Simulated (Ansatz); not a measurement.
`[GeH3]/[CH]=[N]/[InH2]` + `C=CNC` → `C=C[N](C)[GeH3]` + `C=[N][InH2]` at 400 K and 1 bar (ligand exchange at a Ge–C bond).

Isolated molecules relaxed with PBE0-D4/def2-TZVP in Ansatz; ΔE leaves out vibrations. CBS: MP2 limit from def2 TZ/QZ plus the TZ coupled-cluster correction, frozen cores. def2 core potentials past Kr. For Ge, In outer-core shells are correlated without core-valence functions, which leaves a few kJ/mol of doubt a bond. Scalar relativity is left out up to krypton. Each species was taken in one conformer, which may not be the lowest.

```
                 species  CCSD(T)/CBS energy (Eh)  H − E (kJ/mol)  S (J/(mol·K))
`[GeH3]/[CH]=[N]/[InH2]`              -2362.21531           178.3          425.8
                 `C=CNC`               -173.03872           281.2          321.8
       `C=C[N](C)[GeH3]`              -2250.35581           326.5          396.6
           `C=[N][InH2]`               -284.90922           131.7          335.8
```

H − E and S are ideal-gas, rigid-rotor, harmonic terms from PBE0-D4/def2-TZVP, for one conformer and one mirror image of each species. 1 Eh = 2625.50 kJ/mol, R = 8.31446 J/(mol·K).

**Question.** By hand: ΔE, ΔH, ΔS and ΔG.

**Answer.** ΔE = (-2250.35581) + (-284.90922) − (-2362.21531) − (-173.03872) = -0.01100 Eh = -28.9 kJ/mol. Δ(H − E) = 326.5 + 131.7 − 178.3 − 281.2 = -1.3, so ΔH = -30.2 kJ/mol. ΔS = 396.6 + 335.8 − 425.8 − 321.8 = -15.2 J/(mol·K). ΔG = -30.2 − 400 × (-15.2)/1000 = -24.1 kJ/mol.

**Question.** By hand: the equilibrium constant, and the temperature at which ΔG would vanish if ΔH and ΔS stayed fixed.

**Answer.** log₁₀ K = −ΔG/(RT ln 10) = 3.1. ΔG = 0 at ΔH/ΔS = 1987 K, though so small a ΔS makes that figure unsure.

ΔH outweighs TΔS. A doubt of 5 kJ/mol in ΔE shifts log₁₀ K by 0.7 here. Other conformers and mirror images would add mixing entropy, several J/(mol·K) or more a flexible species. Modes under 60 cm⁻¹, often nearly free rotors, make the harmonic entropy too high. These are equilibria of isolated gas molecules and say nothing of rates. Largest T1 diagnostic: 0.015 (customary marks: 0.02 for closed shells, 0.045 for open ones).
